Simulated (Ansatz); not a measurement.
Steps of a relaxation of ClFH6Si3 (`F[SiH](Cl)[SiH2][SiH3]`) with RKS PBE0-D4/def2-TZVP.

```sh
$ ansatz run in.yaml --threads 4 --pin off --events-out ev --progress --plain --max-ram 10444MiB
```

```yaml
crystal:
  periodic: [false, false, false]
  atoms:
    - {symbol: F, position_ang: [-2.277188, 1.140714, -0.049087]}
    - {symbol: Si, position_ang: [-0.839190, 1.529110, -0.737792]}
    - {symbol: Cl, position_ang: [-1.192961, 2.143512, -2.691567]}
    - {symbol: Si, position_ang: [0.510291, -0.389206, -0.737504]}
    - {symbol: Si, position_ang: [0.572331, -1.311101, 1.426483]}
    - {symbol: H, position_ang: [-0.283421, 2.696419, 0.023536]}
    - {symbol: H, position_ang: [1.891378, 0.014226, -1.184659]}
    - {symbol: H, position_ang: [-0.058811, -1.370960, -1.727580]}
    - {symbol: H, position_ang: [-0.802049, -1.790250, 1.803193]}
    - {symbol: H, position_ang: [1.008492, -0.255131, 2.407557]}
    - {symbol: H, position_ang: [1.536727, -2.464334, 1.487919]}
basis:
  gaussian: {orbitals: def2-TZVP}
hamiltonian: {xc: pbe0, dispersion: d4}
relax: {f_tol: 0.005, max_steps: 150}
```

Positions (Å) and forces (eV/Å) along the path, 11 of 12 steps:

```xyz
11
step=1 energy=-38959.0149 eV
F    -2.277    1.141   -0.049    1.108    0.363   -0.575
Si   -0.839    1.529   -0.738   -0.916   -0.089    0.194
Cl   -1.193    2.144   -2.692    0.055   -0.130    0.566
Si    0.510   -0.389   -0.738    0.111   -0.120   -0.154
Si    0.572   -1.311    1.426   -0.013   -0.050    0.181
H    -0.283    2.696    0.024   -0.176   -0.235   -0.196
H     1.891    0.014   -1.185   -0.287   -0.062    0.087
H    -0.059   -1.371   -1.728    0.117    0.211    0.209
H    -0.802   -1.790    1.803    0.289    0.097   -0.076
H     1.008   -0.255    2.408   -0.088   -0.229   -0.215
H     1.537   -2.464    1.488   -0.200    0.243   -0.020
11
step=2 energy=-38959.0575 eV
F    -2.282    1.180   -0.081    0.769    0.080   -0.278
Si   -0.831    1.511   -0.735   -0.823    0.085    0.259
Cl   -1.188    2.144   -2.651    0.041   -0.039   -0.025
Si    0.512   -0.400   -0.727    0.016   -0.032   -0.048
Si    0.575   -1.314    1.426    0.016   -0.032    0.075
H    -0.300    2.689   -0.002    0.030   -0.119    0.012
H     1.873    0.017   -1.175   -0.072   -0.015    0.028
H    -0.052   -1.369   -1.711    0.031    0.047    0.052
H    -0.784   -1.793    1.802    0.066    0.025   -0.019
H     1.011   -0.268    2.396   -0.024   -0.053   -0.055
H     1.534   -2.454    1.479   -0.050    0.054   -0.002
11
step=3 energy=-38959.0695 eV
F    -2.246    1.151   -0.076    0.282    0.096   -0.148
Si   -0.829    1.520   -0.747   -0.387   -0.143    0.269
Cl   -1.192    2.141   -2.657   -0.002    0.028   -0.097
Si    0.505   -0.394   -0.723    0.014    0.051   -0.029
Si    0.571   -1.312    1.425    0.001    0.017   -0.009
H    -0.294    2.678    0.002    0.041    0.026    0.010
H     1.859    0.026   -1.169    0.058   -0.020   -0.008
H    -0.056   -1.359   -1.702   -0.007   -0.038   -0.032
H    -0.783   -1.788    1.800   -0.038   -0.013    0.013
H     1.007   -0.271    2.389    0.013    0.028    0.033
H     1.525   -2.448    1.477    0.026   -0.033   -0.002
11
step=4 energy=-38959.0731 eV
F    -2.251    1.159   -0.074    0.109    0.029   -0.066
Si   -0.838    1.517   -0.741   -0.142   -0.057    0.108
Cl   -1.192    2.137   -2.658   -0.002    0.017   -0.030
Si    0.507   -0.392   -0.727   -0.006    0.019   -0.007
Si    0.571   -1.309    1.424    0.003    0.003   -0.016
H    -0.293    2.671    0.008    0.020    0.019   -0.004
H     1.867    0.019   -1.170    0.019    0.002   -0.002
H    -0.051   -1.361   -1.707   -0.002   -0.025   -0.012
H    -0.784   -1.785    1.799   -0.020   -0.005    0.008
H     1.007   -0.268    2.390    0.008    0.016    0.017
H     1.524   -2.447    1.475    0.013   -0.018    0.004
11
step=5 energy=-38959.0739 eV
F    -2.263    1.158   -0.092    0.002   -0.002   -0.003
Si   -0.846    1.515   -0.739   -0.009   -0.013    0.003
Cl   -1.180    2.149   -2.658    0.003    0.006    0.000
Si    0.504   -0.393   -0.728   -0.002    0.002    0.002
Si    0.575   -1.308    1.424   -0.001    0.001   -0.001
H    -0.302    2.666    0.018    0.008    0.004   -0.002
H     1.865    0.020   -1.169   -0.002    0.004   -0.002
H    -0.050   -1.368   -1.705    0.001   -0.002    0.000
H    -0.782   -1.773    1.810    0.000    0.000    0.002
H     1.025   -0.268    2.388    0.002   -0.001    0.001
H     1.520   -2.455    1.472   -0.001    0.001    0.001
11
step=6 energy=-38959.0741 eV
F    -2.271    1.154   -0.102    0.001    0.001   -0.003
Si   -0.850    1.512   -0.740    0.000    0.001    0.003
Cl   -1.170    2.159   -2.657    0.000   -0.001   -0.002
Si    0.502   -0.394   -0.729   -0.001   -0.005   -0.001
Si    0.577   -1.306    1.425   -0.001    0.002    0.000
H    -0.304    2.658    0.024   -0.001    0.002    0.003
H     1.861    0.023   -1.171   -0.001    0.002    0.000
H    -0.050   -1.373   -1.704    0.001   -0.001    0.000
H    -0.781   -1.765    1.817    0.000    0.001    0.001
H     1.035   -0.268    2.386    0.001    0.000   -0.001
H     1.517   -2.457    1.471    0.001   -0.001    0.000
11
step=7 energy=-38959.0741 eV
F    -2.278    1.150   -0.114   -0.002    0.003    0.003
Si   -0.853    1.510   -0.740    0.007    0.002   -0.011
Cl   -1.159    2.165   -2.656   -0.001    0.001    0.001
Si    0.499   -0.395   -0.729    0.001   -0.006    0.003
Si    0.578   -1.305    1.426    0.002    0.001    0.000
H    -0.310    2.653    0.033   -0.006   -0.002    0.003
H     1.857    0.026   -1.173    0.000   -0.001    0.001
H    -0.049   -1.377   -1.703   -0.001    0.004    0.000
H    -0.780   -1.757    1.825    0.003    0.001   -0.001
H     1.046   -0.268    2.383   -0.001   -0.001   -0.002
H     1.513   -2.460    1.469   -0.001    0.000    0.001
11
step=8 energy=-38959.0741 eV
F    -2.284    1.147   -0.124   -0.002    0.002    0.005
Si   -0.855    1.509   -0.740    0.010    0.009   -0.011
Cl   -1.151    2.172   -2.655    0.001   -0.003    0.005
Si    0.498   -0.396   -0.729    0.003   -0.006    0.000
Si    0.581   -1.304    1.426   -0.003    0.001    0.002
H    -0.316    2.648    0.040   -0.009   -0.004    0.002
H     1.856    0.025   -1.173   -0.001    0.000   -0.001
H    -0.052   -1.378   -1.703    0.000    0.002    0.002
H    -0.778   -1.750    1.831    0.004    0.001    0.000
H     1.055   -0.267    2.380   -0.001   -0.002   -0.003
H     1.511   -2.463    1.469   -0.001    0.002   -0.001
11
step=9 energy=-38959.0742 eV
F    -2.288    1.143   -0.133    0.001    0.001    0.003
Si   -0.856    1.508   -0.740    0.002    0.009   -0.008
Cl   -1.143    2.178   -2.655    0.002   -0.004    0.005
Si    0.497   -0.397   -0.729    0.000   -0.003   -0.002
Si    0.582   -1.303    1.426    0.000    0.001    0.004
H    -0.322    2.645    0.047   -0.006   -0.005    0.001
H     1.854    0.023   -1.175    0.000   -0.001    0.000
H    -0.054   -1.379   -1.702    0.000    0.000    0.001
H    -0.776   -1.745    1.837    0.003    0.001   -0.002
H     1.063   -0.266    2.377   -0.001   -0.002   -0.001
H     1.510   -2.465    1.468   -0.001    0.001   -0.001
11
step=10 energy=-38959.0742 eV
F    -2.293    1.138   -0.144    0.009    0.002   -0.003
Si   -0.857    1.507   -0.741   -0.009    0.003    0.000
Cl   -1.132    2.184   -2.654    0.001   -0.001    0.005
Si    0.495   -0.398   -0.730    0.003    0.004    0.002
Si    0.584   -1.301    1.427   -0.002   -0.002    0.002
H    -0.332    2.641    0.056   -0.002   -0.004   -0.003
H     1.853    0.020   -1.178    0.000    0.001   -0.002
H    -0.058   -1.380   -1.701   -0.001   -0.002    0.000
H    -0.774   -1.737    1.842    0.001    0.000    0.000
H     1.072   -0.265    2.376    0.000    0.000   -0.002
H     1.507   -2.466    1.466    0.000    0.000    0.001
11
step=12 energy=-38959.0742 eV
F    -2.293    1.138   -0.145    0.000    0.000    0.000
Si   -0.857    1.507   -0.741    0.000    0.000    0.000
Cl   -1.130    2.185   -2.654    0.000    0.000    0.000
Si    0.496   -0.398   -0.729    0.000    0.000    0.000
Si    0.585   -1.302    1.427    0.000    0.000    0.000
H    -0.333    2.641    0.056    0.000    0.000    0.001
H     1.852    0.020   -1.179    0.000    0.000    0.000
H    -0.059   -1.380   -1.699    0.000    0.000    0.000
H    -0.774   -1.738    1.842    0.000    0.000    0.000
H     1.072   -0.265    2.376    0.000    0.000    0.000
H     1.508   -2.466    1.467    0.000    0.000    0.000
```

Hardware: 4 threads of an Arm Neoverse V2 on a shared host. Wall time 42 s, peak host memory 0.69 GiB.
